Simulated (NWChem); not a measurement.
# BI3; SMILES IB(I)I

Computed with NWChem. def2 effective core potentials on I; no spin-orbit coupling. Each level has its own optimisation; frequencies are unscaled.

```csv
level,r B–I (Å),highest harmonic frequency (cm⁻¹),lowest (cm⁻¹),zero-point energy (kcal/mol)
"Hartree-Fock/STO-3G (all-electron, non-relativistic)",2.124,840,130,3.6
"Hartree-Fock/3-21G (all-electron, non-relativistic)",2.177,684,111,3.0
"LDA (Slater exchange, VWN5)/def2-SVP (core potentials)",2.109,725,102,3.1
PBE/def2-SVP (core potentials),2.135,695,101,3.0
BLYP/def2-SVP (core potentials),2.156,662,100,2.9
PBE0/def2-SVP (core potentials),2.120,728,105,3.1
```
